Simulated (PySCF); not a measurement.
Computed shifts of a molecule C6H8, PBE/pcSseg-1 run with PySCF, GIAO, gas phase, equivalent atoms averaged, in ppm (number of nuclei): ¹³C: 88.6 (1), 76.1 (1), 14.0 (2), 7.5 (1), 6.2 (1). ¹H: 2.15 (3), 1.49 (1), 0.92 (2), 0.79 (2). References: ¹³C against TMS (σ = 182.0 ppm); ¹H against TMS (σ = 31.49 ppm), references at their B3LYP-D3(BJ)/def2-TZVP geometries, non-relativistic. The structure is a stationary point at B3LYP-D3(BJ)/def2-SVP. Other conformers were not sampled.

Q: Identify the compound among the candidates.
A. C=CC=C=CC
B. C#C[C@H](C)C=C
C. CC#CC1CC1
D. C#C/C=C\CC

A: C, CC#CC1CC1
